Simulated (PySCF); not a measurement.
## SMILES FC(C(=C=CC#N)C#N)(F)F, C6HF3N2

Molfile (atoms numbered from 1):
```
C6HF3N2
     RDKit          3D

 12 11  0  0  0  0  0  0  0  0999 V2000
    3.3186    1.3698    1.5034 N   0  0  0  0  0  0  0  0  0  0  0  0
    2.6758    0.6424    0.8713 C   0  0  0  0  0  0  0  0  0  0  0  0
    1.9098   -0.2750    0.0904 C   0  0  0  0  0  0  0  0  0  0  0  0
    0.6408   -0.0966   -0.1834 C   0  0  0  0  0  0  0  0  0  0  0  0
   -0.6347    0.0544   -0.4609 C   0  0  0  0  0  0  0  0  0  0  0  0
   -1.0723    0.7412   -1.6367 C   0  0  0  0  0  0  0  0  0  0  0  0
   -1.4437    1.2937   -2.5842 N   0  0  0  0  0  0  0  0  0  0  0  0
   -1.7078   -0.5117    0.4599 C   0  0  0  0  0  0  0  0  0  0  0  0
   -2.5418    0.4480    0.8382 F   0  0  0  0  0  0  0  0  0  0  0  0
   -2.4085   -1.4447   -0.1753 F   0  0  0  0  0  0  0  0  0  0  0  0
   -1.1615   -1.0543    1.5388 F   0  0  0  0  0  0  0  0  0  0  0  0
    2.4217   -1.1695   -0.2901 H   0  0  0  0  0  0  0  0  0  0  0  0
  1  2  3  0
  2  3  1  0
  3  4  2  0
  4  5  2  0
  5  6  1  0
  6  7  3  0
  5  8  1  0
  8  9  1  0
  8 10  1  0
  8 11  1  0
  3 12  1  0
M  END
```

Level of theory: quadratic response CAM-B3LYP/aug-cc-pVDZ first hyperpolarisability, Taylor convention, gas phase (PySCF). Geometry: PBE0-D3(BJ)/def2-SVP.

Problem. Give the tensor of the second harmonic β(−2ω;ω,ω) at 1907 nm in the axes of these coordinates.

Solution. In au, Taylor convention; rows are the first index (the induced dipole):
|  | xx | yy | zz | xy | xz | yz |
| --- | --- | --- | --- | --- | --- | --- |
| x | -125.6 | -30.7 | -17.7 | -4.2 | +4.3 | -7.2 |
| y | -4.2 | -2.3 | -15.6 | -30.3 | -7.0 | +6.6 |
| z | +3.8 | +6.4 | +32.4 | -7.0 | -17.5 | -15.5 |

Norm of βᵢ = ⅓ Σⱼ (βᵢⱼⱼ + βⱼᵢⱼ + βⱼⱼᵢ): 180.2 au, hyper-Rayleigh value 67.5 au.
